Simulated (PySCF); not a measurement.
**Working out the ionisation energy of Se⁺**

Se⁺ [Ar] 3d10 4s2 4p3 (4S) → Se²⁺ [Ar] 3d10 4s2 4p2 (3P). Calculation: PySCF 2.14, in aug-cc-pVTZ-PP with ECP10MDF (6s5p4d2f, 55 functions); scalar relativity through the core potential. Frozen: 3s2 3p6 3d10. Energies in hartree (1 hartree = 27.21139 eV):

```tsv
part	Se⁺ (lower)	Se²⁺ (upper)
UHF	-371.548686	-370.782754
CCSD correlation	-0.090507	-0.073103
(T)	-0.002590	-0.001505
```

Problem. What does Hartree-Fock give?

Solution. (-370.782754) − (-371.548686) = 0.765932 hartree = 20.842 eV.

Problem. What do CCSD and CCSD(T) give?

Solution. The CCSD correlation energies differ by 0.017404 hartree = 0.474 eV and the triples by 0.001085 hartree = 0.030 eV, so CCSD gives 21.316 eV and CCSD(T) 21.346 eV.

Reference: 21.196 ± 0.01 eV (measured; NIST Atomic Spectra Database, ionization energies), between the lowest levels; spin-orbit coupling is absent from the calculation.

What remains against the reference includes basis incompleteness, the frozen core and higher excitations.
